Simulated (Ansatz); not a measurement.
A geometry relaxed with r2SCAN-D4/def2-TZVP (Ansatz, a quantum-chemistry and plane-wave program), charge 0, multiplicity 1:

```xyz
4

Ge    -0.1012     0.0012    -0.0007
H     -0.9578     1.2787     0.0004
Se     2.0480    -0.0253     0.0149
H     -0.9890    -1.2546    -0.0146
```

Q: Write the SMILES of this molecule.

A: `[GeH2]=[Se]`
